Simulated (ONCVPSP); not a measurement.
**Pd: excitation energies, all-electron against ONCV**

| Property | Result |
| --- | --- |
| Element | palladium |
| Generator | ONCVPSP 4.0.1 |
| Type | optimised norm-conserving Vanderbilt (ONCV) |
| Functional | PBE |
| Relativity | scalar-relativistic |
| Frozen core | [Ar] 3d10 |
| Valence charge | 18 |
| Reference configuration | 4s2 4p6 4d9 5s1 |
| Partial waves | 4s+5s: rc 1.60 bohr, ncon 4, nbas 9, qcut 7.2 1/bohr, 2 projectors; 4p: rc 1.60 bohr, ncon 3, nbas 6, qcut 8.3 1/bohr, 1 projector; 4d: rc 1.95 bohr, ncon 4, nbas 9, qcut 7.1 1/bohr, 1 projector |
| Local potential | polynomial inside 1.00 bohr (lpopt 5, dvloc0 2 Ha) |
| Core correction | Teter function, fcfact 5.5, rcfact 1.7 |

Energies are relative to the spin-unpolarised reference configuration 4s2 4p6 4d9 5s1; without spin polarisation the order of configurations can differ from experiment.

```json
{"valence configuration": "4s2 4p6 4d10 5s0", "charge": "0", "ΔE all-electron (eV)": "-1.501", "error AE − PS (meV)": "-2.2"}
{"valence configuration": "4s2 4p6 4d9 5s0", "charge": "+1", "ΔE all-electron (eV)": "7.615", "error AE − PS (meV)": "-1.6"}
{"valence configuration": "4s2 4p6 4d8 5s0", "charge": "+2", "ΔE all-electron (eV)": "28.433", "error AE − PS (meV)": "-8.6"}
```

**Question.** What are ΔE and the potential's error for 4s2 4p6 4d9.5 5s0?

**Answer.** ΔE = 1.733 eV all-electron; the error (AE − PS) is -0.7 meV.

Levels in the configuration 4s2 4p6 4d9.5 5s0:

```csv
level,all-electron (eV),pseudo (eV)
4s,-90.636,-90.680
4p,-56.473,-56.485
4d,-9.008,-9.008
```
